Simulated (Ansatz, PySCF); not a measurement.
This Ansatz (a first-principles code) input computes a B3LYP/def2-TZVPD energy:

Ansatz 0.2 input:
```yaml
crystal:
  periodic: [false, false, false]
  atoms:
    - {symbol: B, position_ang: [0.09570284, -0.47095648, -0.23620676]}
    - {symbol: Cl, position_ang: [0.07876521, 1.24842166, 0.60065910]}
    - {symbol: C, position_ang: [1.34335321, -1.06619876, -0.62111002]}
    - {symbol: C, position_ang: [-1.38289822, -1.04324375, -0.40098632]}
    - {symbol: H, position_ang: [1.38108324, -2.04505862, -1.09969935]}
    - {symbol: H, position_ang: [2.31679418, -0.60607926, -0.47212000]}
    - {symbol: H, position_ang: [-1.89389622, -1.14847576, 0.56439234]}
    - {symbol: H, position_ang: [-2.01452695, -0.38366540, -1.00938606]}
    - {symbol: H, position_ang: [-1.36970697, -2.02845168, -0.88077972]}
basis:
  gaussian:
    orbitals: def2-TZVPD
hamiltonian:
  xc: {name: B3LYP}
total_charge: -1
output: {forces: true}
```

### Question
Write an input for the same energy in PySCF and say what it gives.

### Answer

```python
from pyscf import gto, scf, dft

mol = gto.M(
    atom='''
    B     0.09570284   -0.47095648   -0.23620676
    Cl    0.07876521    1.24842166    0.60065910
    C     1.34335321   -1.06619876   -0.62111002
    C    -1.38289822   -1.04324375   -0.40098632
    H     1.38108324   -2.04505862   -1.09969935
    H     2.31679418   -0.60607926   -0.47212000
    H    -1.89389622   -1.14847576    0.56439234
    H    -2.01452695   -0.38366540   -1.00938606
    H    -1.36970697   -2.02845168   -0.88077972
    ''',
    basis='def2-tzvpd',
    charge=-1,
    spin=0,
    verbose=4,
)

mf = dft.RKS(mol, xc='b3lyp').density_fit(auxbasis='def2-universal-jkfit')
mf.grids.level = 3
mf.conv_tol = 1e-9
mf.max_cycle = 100
mf.max_memory = 1500
mf.kernel()
if not mf.converged:
    mf = mf.newton()
    mf.kernel(mf.make_rdm1())
mf.analyze()
```
It gives -564.42344 Eh, and Ansatz -564.42336 Eh, a difference of 0.08 mEh, from the treatment of integrals and grids.

It need not be the lowest isomer of its formula. Whether it binds its extra electron was not tested at this geometry.
